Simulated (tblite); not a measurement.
Species: C₃H₉NO₂Si.
Numbering: `[CH3:1][O:2][SiH2:3][NH:4][C:5]([CH3:6])=[O:7]` (hydrogens: H8, H9, H10 on C1; H11, H12 on Si3; H13 on N4; H14, H15, H16 on C6)

Computed with GFN2-xTB (tblite), gas phase: L-BFGS steps from a force-field or distance-geometry start until the largest atomic force falls under 0.01 eV/Å.

Step 40: E = -650.0150 eV
```
atom  x, y, z in Å  |  force x, y, z in eV/Å
C1     -3.0972   -0.9997    0.2458    0.012   0.002  -0.007
O2     -1.7483   -0.6961    0.4135    0.015   0.002   0.011
Si3    -0.7970    0.0658   -0.6622   -0.003   0.003  -0.005
N4      0.6765    0.0632    0.2682   -0.002  -0.002  -0.005
C5      1.7290    0.6591   -0.3241   -0.003   0.003   0.007
C6      3.0339    0.6683    0.4363   -0.005  -0.005   0.007
O7      1.5935    1.1417   -1.4305    0.004   0.006  -0.004
H8     -3.6836   -0.0919    0.0894    0.004   0.005   0.002
H9     -3.2425   -1.6545   -0.6157    0.000  -0.007  -0.009
H10    -3.4486   -1.5056    1.1457    0.010   0.007  -0.003
H11    -0.6324   -0.7116   -1.8873   -0.004  -0.001   0.007
H12    -1.2479    1.4312   -0.9119   -0.004  -0.004   0.008
H13     0.7755   -0.3446    1.1835   -0.002  -0.002  -0.003
H14     2.8656    0.7181    1.5087   -0.005   0.009   0.008
H15     3.6381    1.5130    0.1162   -0.010  -0.013  -0.014
H16     3.5779   -0.2473    0.2084   -0.006  -0.003   0.000
```

Step 41: E = -650.0150 eV
```
atom  x, y, z in Å  |  force x, y, z in eV/Å
C1     -3.0972   -1.0001    0.2461    0.010   0.002  -0.010
O2     -1.7479   -0.6967    0.4139    0.002   0.001   0.007
Si3    -0.7973    0.0658   -0.6623   -0.005  -0.001   0.004
N4      0.6765    0.0632    0.2677    0.002   0.000  -0.006
C5      1.7290    0.6598   -0.3241    0.003   0.002   0.006
C6      3.0341    0.6683    0.4363   -0.006  -0.006   0.008
O7      1.5940    1.1434   -1.4302    0.001   0.006  -0.003
H8     -3.6835   -0.0919    0.0893    0.010  -0.003   0.005
H9     -3.2425   -1.6547   -0.6159    0.002  -0.002  -0.002
H10    -3.4498   -1.5062    1.1458    0.019   0.014  -0.011
H11    -0.6327   -0.7108   -1.8875   -0.004  -0.004   0.004
H12    -1.2483    1.4309   -0.9119   -0.006   0.000   0.008
H13     0.7761   -0.3452    1.1827   -0.004  -0.002  -0.003
H14     2.8657    0.7203    1.5086   -0.005   0.010   0.007
H15     3.6396    1.5116    0.1147   -0.012  -0.017  -0.013
H16     3.5766   -0.2488    0.2104   -0.008   0.001  -0.001
```

Step 42: E = -650.0151 eV
```
atom  x, y, z in Å  |  force x, y, z in eV/Å
C1     -3.0969   -1.0005    0.2463    0.007   0.001  -0.012
O2     -1.7472   -0.6974    0.4146   -0.014   0.000   0.000
Si3    -0.7976    0.0658   -0.6623   -0.005  -0.006   0.014
N4      0.6766    0.0633    0.2670    0.006   0.002  -0.006
C5      1.7290    0.6609   -0.3240    0.008   0.000   0.003
C6      3.0341    0.6683    0.4365   -0.006  -0.006   0.008
O7      1.5946    1.1459   -1.4296   -0.003   0.004   0.001
H8     -3.6832   -0.0919    0.0893    0.018  -0.011   0.007
H9     -3.2424   -1.6551   -0.6161    0.006   0.005   0.007
H10    -3.4510   -1.5069    1.1458    0.029   0.020  -0.019
H11    -0.6332   -0.7099   -1.8878   -0.004  -0.008  -0.001
H12    -1.2490    1.4306   -0.9118   -0.008   0.004   0.009
H13     0.7769   -0.3461    1.1816   -0.006  -0.002  -0.004
H14     2.8658    0.7236    1.5087   -0.004   0.011   0.004
H15     3.6415    1.5093    0.1122   -0.013  -0.019  -0.010
H16     3.5744   -0.2510    0.2133   -0.010   0.004  -0.001
```

Step 43: E = -650.0153 eV
```
atom  x, y, z in Å  |  force x, y, z in eV/Å
C1     -3.0963   -1.0012    0.2465    0.000   0.001  -0.013
O2     -1.7460   -0.6987    0.4154   -0.034  -0.002  -0.011
Si3    -0.7980    0.0661   -0.6623   -0.005  -0.011   0.025
N4      0.6768    0.0632    0.2658    0.009   0.005  -0.005
C5      1.7289    0.6630   -0.3237    0.012  -0.003  -0.004
C6      3.0340    0.6680    0.4370   -0.006  -0.006   0.006
O7      1.5954    1.1507   -1.4282   -0.008   0.001   0.008
H8     -3.6826   -0.0923    0.0896    0.027  -0.019   0.007
H9     -3.2426   -1.6559   -0.6163    0.013   0.015   0.018
H10    -3.4522   -1.5077    1.1456    0.040   0.024  -0.025
H11    -0.6339   -0.7080   -1.8886   -0.004  -0.013  -0.005
H12    -1.2502    1.4303   -0.9115   -0.011   0.010   0.010
H13     0.7785   -0.3481    1.1794   -0.009  -0.001  -0.006
H14     2.8659    0.7307    1.5090   -0.003   0.012  -0.001
H15     3.6448    1.5042    0.1068   -0.010  -0.020  -0.005
H16     3.5698   -0.2553    0.2192   -0.012   0.008   0.002
```

Task: Estimate the geometry and energy of step 44. (The exact step hangs on the optimiser's Hessian estimate; all steps are aligned on step 43, rigid shifts and turns removed.)

Result: E = -650.0155 eV, largest force 0.061 eV/Å
```
atom  x, y, z in Å  |  force x, y, z in eV/Å
C1     -3.0951   -1.0027    0.2466   -0.010   0.000  -0.012
O2     -1.7444   -0.7008    0.4159   -0.053  -0.005  -0.024
Si3    -0.7987    0.0665   -0.6623   -0.002  -0.016   0.035
N4      0.6772    0.0630    0.2639    0.011   0.008  -0.003
C5      1.7286    0.6667   -0.3228    0.015  -0.008  -0.015
C6      3.0337    0.6675    0.4380   -0.003  -0.004   0.001
O7      1.5962    1.1600   -1.4250   -0.015  -0.004   0.018
H8     -3.6815   -0.0934    0.0902    0.034  -0.021   0.004
H9     -3.2431   -1.6575   -0.6163    0.024   0.024   0.025
H10    -3.4528   -1.5089    1.1453    0.050   0.024  -0.025
H11    -0.6349   -0.7044   -1.8904   -0.003  -0.018  -0.008
H12    -1.2524    1.4301   -0.9110   -0.013   0.015   0.013
H13     0.7817   -0.3522    1.1756   -0.015   0.000  -0.010
H14     2.8665    0.7444    1.5095    0.000   0.012  -0.013
H15     3.6509    1.4943    0.0962   -0.004  -0.022   0.007
H16     3.5605   -0.2637    0.2305   -0.015   0.015   0.006
```

The energy changes by -0.0003 eV. The first-order estimate −F·Δx gives -0.0004 eV and the mean of the old and new forces, exact on a quadratic surface, -0.0003 eV. The step makes an angle of 83° with the force vector and moves no atom by more than 0.017 Å.

What follows is the cost of the whole relaxation. The run took 0.74 s on one thread, Arm Neoverse N1 (aarch64), shared host with 64 logical CPUs at a one-minute load of 60.
